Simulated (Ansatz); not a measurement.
Isolated molecules relaxed with PBE0-D4/def2-TZVP in Ansatz; ΔE leaves out vibrations. CBS: MP2 limit from def2 TZ/QZ plus the TZ coupled-cluster correction, frozen cores. DFT in def2-TZVPP. B3LYP here is the variant with VWN-RPA as its local correlation; programs differ in this. def2 core potentials past Kr. For In, Sn outer-core shells are correlated without core-valence functions, which leaves a few kJ/mol of doubt a bond. Each species was taken in one conformer, which may not be the lowest.

Reaction (redistribution): `[CH3][InH][CH2]F` + `O[CH2][SnH3]` → `[CH3][InH][CH2]O` + `F[CH2][SnH3]`

```json
{"level": "B3LYP-D4", "ΔE (kcal/mol)": "1.4"}
{"level": "ωB97M-V", "ΔE (kcal/mol)": "1.4"}
```

Problem. What does CCSD(T)/CBS give? (Estimate.)

Solution. Computed: +1.3 kcal/mol. The listed levels differ from it by 0.1, 0.1 kcal/mol.

Largest T1 diagnostic among the species: 0.013.
